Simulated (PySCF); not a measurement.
S₄, SMILES [S](=S)[S]=S (connectivity only; charge and spin as stated), neutral, multiplicity 1.

Geometry: ωB97X-D3(BJ)/def2-SVP. The values are those of a single conformer.

Method: HF/def2-TZVPD (PySCF).

The molecule is in vacuum.

Q: Estimate the frontier levels, gap, dipole moment and polarisability. (Estimate from the structure and the level; the computed values follow.)

A: 
- highest occupied level: -8.44 eV
- lowest empty level: -1.84 eV
- orbital gap: 6.60 eV
- dipole moment: 1.81 D
- quadrupole, principal values (traceless, Buckingham form, about the centre of nuclear charge): -3.84, -0.73, 4.57 D·Å
- mean static polarisability: 102.6 bohr³ (15.21 Å³)
- polarisability, principal values: 56.3, 88.1, 163.4 bohr³
